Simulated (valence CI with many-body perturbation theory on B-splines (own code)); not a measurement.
## E1 transitions of Os⁶³⁺

Calculated by configuration interaction combined with many-body perturbation theory (CI+MBPT): three valence electrons over a frozen Dirac-Fock core [Ne], radial functions for each j: 11 s, 11 p, 9 d, 7 f, 5 g, 2 h, 1 i, with the one-electron correlation potential Σ1, the two-electron term Σ2, the three-electron term Σ3, Breit, model QED; selected CI, second order for the rest (own B-spline code, finite nucleus).

No measured spectrum was set against this ion. As an estimate, large intervals hold to a few tenths of a per cent, small ones and those within an open d or f shell to about a per cent.

Lines 201 to 250 of 282 in falling wavelength, among levels below 1596.6 eV, chosen from the strongest by gf and those to the six lowest levels. Wavelengths and rates use the calculated energies. Electric multipoles are in the length gauge, E1 and E2 with the static RPA response of the core. Weak lines are less certain than strong ones. Lines between different terms over intervals too small for the method are left out, as are lines whose strength nearly cancels. The highest levels of a list are the least certain.

Levels are named by their leading jj configuration (3d3/2^4 stands for four electrons in 3d with j = 3/2), which in mixed levels can hold well under half, so a name can repeat and another be missing. Letters in brackets count levels of one name in rising energy.

| λ vac (nm) | Upper | Lower | A (s⁻¹) | S (a.u.) with core polarisation | S without |
| --- | --- | --- | --- | --- | --- |
| 1.894 | (3s 3p3/2 3d3/2) J=1/2 [b] | (3s 3p1/2 3p3/2) J=1/2 | 2.85e+12 | 1.91e-02 | 1.94e-02 |
| 1.893 | (3s 3p3/2 3d3/2) J=5/2 [a] | (3s 3p1/2 3p3/2) J=3/2 [a] | 8.23e+11 | 1.65e-02 | 1.68e-02 |
| 1.892 | (3s^2 3d3/2) J=3/2 | (3s^2 3p1/2) J=1/2 | 4.59e+12 | 6.13e-02 | 6.22e-02 |
| 1.892 | (3s 3d3/2 3d5/2) J=3/2 [a] | (3s 3p1/2 3d5/2) J=5/2 [a] | 2.00e+12 | 2.67e-02 | 2.71e-02 |
| 1.888 | (3s 3d3/2^2) J=1/2 | (3s 3p1/2 3d3/2) J=1/2 | 2.59e+12 | 1.72e-02 | 1.75e-02 |
| 1.887 | (3s 3d3/2 3d5/2) J=5/2 [b] | (3s 3p1/2 3d5/2) J=7/2 | 1.99e+11 | 3.95e-03 | 4.01e-03 |
| 1.886 | (3s 3d3/2 3d5/2) J=1/2 | (3s 3p1/2 3d5/2) J=3/2 | 3.81e+12 | 2.53e-02 | 2.56e-02 |
| 1.881 | (3s 3p3/2 3d3/2) J=5/2 [b] | (3s 3p1/2 3p3/2) J=3/2 [b] | 8.71e+11 | 1.72e-02 | 1.74e-02 |
| 1.873 | (3s 3d3/2^2) J=3/2 | (3s 3p1/2 3d3/2) J=3/2 [a] | 2.29e+12 | 2.98e-02 | 3.02e-02 |
| 1.867 | (3s 3d3/2^2) J=5/2 | (3s 3p1/2 3d3/2) J=5/2 | 2.20e+12 | 4.25e-02 | 4.31e-02 |
| 1.864 | (3s 3p3/2 3d3/2) J=1/2 [b] | (3s 3p1/2 3p3/2) J=3/2 [b] | 2.77e+10 | 1.77e-04 | 1.80e-04 |
| 1.857 | (3s 3p3/2 3d3/2) J=3/2 [b] | (3s 3p1/2 3p3/2) J=5/2 | 5.99e+08 | 7.57e-06 | 7.68e-06 |
| 1.845 | (3s 3d3/2 3d5/2) J=5/2 [b] | (3s 3p1/2 3d5/2) J=5/2 [a] | 1.81e+11 | 3.37e-03 | 3.42e-03 |
| 1.836 | (3s 3d3/2^2) J=3/2 | (3p1/2^2 3p3/2) J=3/2 | 2.27e+11 | 2.77e-03 | 2.81e-03 |
| 1.822 | (3s 3p3/2 3d3/2) J=5/2 [b] | (3s 3p1/2 3p3/2) J=5/2 | 2.94e+11 | 5.26e-03 | 5.34e-03 |
| 1.813 | (3p1/2^2 3d5/2) J=5/2 | (3s^2 3p3/2) J=3/2 | 1.40e+08 | 2.48e-06 | 2.51e-06 |
| 1.806 | (3s 3p3/2 3d3/2) J=3/2 [b] | (3s 3p1/2 3p3/2) J=3/2 [a] | 4.82e+10 | 5.61e-04 | 5.69e-04 |
| 1.772 | (3s 3p3/2 3d3/2) J=5/2 [b] | (3s 3p1/2 3p3/2) J=3/2 [a] | 8.87e+09 | 1.46e-04 | 1.48e-04 |
| 1.759 | (3s 3p3/2 3d5/2) J=5/2 [a] | (3s 3p1/2 3p3/2) J=3/2 [b] | 5.10e+10 | 8.22e-04 | 8.35e-04 |
| 1.757 | (3s 3p3/2 3d3/2) J=1/2 [b] | (3s 3p1/2 3p3/2) J=3/2 [a] | 3.40e+09 | 1.82e-05 | 1.84e-05 |
| 1.728 | (3s 3p3/2 3d5/2) J=3/2 [a] | (3s 3p1/2 3p3/2) J=3/2 [b] | 1.23e+11 | 1.25e-03 | 1.27e-03 |
| 1.707 | (3s 3p3/2 3d5/2) J=5/2 [a] | (3s 3p1/2 3p3/2) J=5/2 | 1.04e+11 | 1.53e-03 | 1.55e-03 |
| 1.687 | (3s 3p3/2 3d5/2) J=7/2 [a] | (3s 3p1/2 3p3/2) J=5/2 | 1.07e+11 | 2.03e-03 | 2.06e-03 |
| 1.678 | (3s 3p3/2 3d5/2) J=3/2 [a] | (3s 3p1/2 3p3/2) J=5/2 | 5.71e+08 | 5.32e-06 | 5.41e-06 |
| 1.672 | (3s 3p1/2 3d5/2) J=3/2 | (3s 3p1/2^2) J=1/2 | 3.26e+11 | 3.01e-03 | 3.06e-03 |
| 1.668 | (3s 3p3/2 3d5/2) J=1/2 | (3s 3p1/2 3p3/2) J=3/2 [b] | 9.87e+10 | 4.52e-04 | 4.59e-04 |
| 1.664 | (3s 3p3/2 3d5/2) J=5/2 [a] | (3s 3p1/2 3p3/2) J=3/2 [a] | 2.29e+09 | 3.12e-05 | 3.17e-05 |
| 1.643 | (3s 3p3/2 3d5/2) J=3/2 [b] | (3s 3p1/2 3p3/2) J=3/2 [b] | 1.23e+08 | 1.08e-06 | 1.09e-06 |
| 1.642 | (3s 3p3/2 3d5/2) J=7/2 [b] | (3s 3p1/2 3p3/2) J=5/2 | 3.41e+10 | 5.96e-04 | 6.05e-04 |
| 1.638 | (3s 3p3/2 3d5/2) J=5/2 [b] | (3s 3p1/2 3p3/2) J=3/2 [b] | 5.44e+10 | 7.09e-04 | 7.19e-04 |
| 1.636 | (3s 3p3/2 3d5/2) J=3/2 [a] | (3s 3p1/2 3p3/2) J=3/2 [a] | 4.59e+10 | 3.97e-04 | 4.03e-04 |
| 1.598 | (3s 3p3/2 3d5/2) J=3/2 [b] | (3s 3p1/2 3p3/2) J=5/2 | 4.12e+10 | 3.32e-04 | 3.37e-04 |
| 1.593 | (3s 3p3/2 3d5/2) J=5/2 [b] | (3s 3p1/2 3p3/2) J=5/2 | 2.62e+10 | 3.14e-04 | 3.19e-04 |
| 1.582 | (3s 3p3/2 3d5/2) J=1/2 | (3s 3p1/2 3p3/2) J=3/2 [a] | 8.02e+08 | 3.14e-06 | 3.19e-06 |
| 1.560 | (3s 3p3/2 3d5/2) J=3/2 [b] | (3s 3p1/2 3p3/2) J=3/2 [a] | 2.38e+09 | 1.78e-05 | 1.81e-05 |
| 1.555 | (3s 3p3/2 3d5/2) J=5/2 [b] | (3s 3p1/2 3p3/2) J=3/2 [a] | 1.72e+10 | 1.91e-04 | 1.94e-04 |
| 1.290 | (3p1/2 3p3/2 3d3/2) J=5/2 [a] | (3s^2 3p3/2) J=3/2 | 9.21e+07 | 5.85e-07 | 5.96e-07 |
| 1.279 | (3p1/2 3p3/2 3d3/2) J=3/2 [a] | (3s^2 3p3/2) J=3/2 | 3.56e+03 | 1.47e-11 | 1.08e-11 |
| 1.275 | (3p1/2 3p3/2 3d3/2) J=1/2 [a] | (3s^2 3p3/2) J=3/2 | 8.68e+06 | 1.78e-08 | 1.81e-08 |
| 1.254 | (3p1/2^2 3d3/2) J=3/2 | (3s^2 3p1/2) J=1/2 | 3.76e+08 | 1.46e-06 | 1.49e-06 |
| 1.246 | (3p1/2 3d3/2^2) J=5/2 | (3s 3p1/2 3p3/2) J=3/2 [b] | 9.48e+08 | 5.43e-06 | 5.53e-06 |
| 1.239 | (3p1/2 3p3/2 3d3/2) J=3/2 [b] | (3s^2 3p3/2) J=3/2 | 3.59e+06 | 1.35e-08 | 1.46e-08 |
| 1.237 | (3p1/2 3p3/2 3d3/2) J=5/2 [b] | (3s^2 3p3/2) J=3/2 | 3.55e+08 | 1.99e-06 | 2.04e-06 |
| 1.235 | (3p1/2 3p3/2^2) J=3/2 | (3s 3p1/2^2) J=1/2 | 1.38e+08 | 5.13e-07 | 5.20e-07 |
| 1.233 | (3p1/2 3p3/2 3d3/2) J=1/2 [b] | (3s^2 3p3/2) J=3/2 | 9.87e+06 | 1.83e-08 | 1.75e-08 |
| 1.219 | (3p1/2 3d3/2^2) J=5/2 | (3s 3p1/2 3p3/2) J=5/2 | 2.03e+08 | 1.09e-06 | 1.10e-06 |
| 1.215 | (3s 3p3/2^2) J=1/2 | (3s^2 3p1/2) J=1/2 | 7.83e+09 | 1.39e-05 | 1.41e-05 |
| 1.214 | (3p1/2 3p3/2^2) J=1/2 | (3s 3p1/2^2) J=1/2 | 6.04e+09 | 1.07e-05 | 1.08e-05 |
| 1.207 | (3s 3p3/2^2) J=3/2 | (3s^2 3p1/2) J=1/2 | 2.30e+09 | 7.97e-06 | 8.08e-06 |
| 1.204 | (3s 3d3/2^2) J=3/2 | (3s^2 3p3/2) J=3/2 | 2.23e+07 | 7.68e-08 | 7.78e-08 |
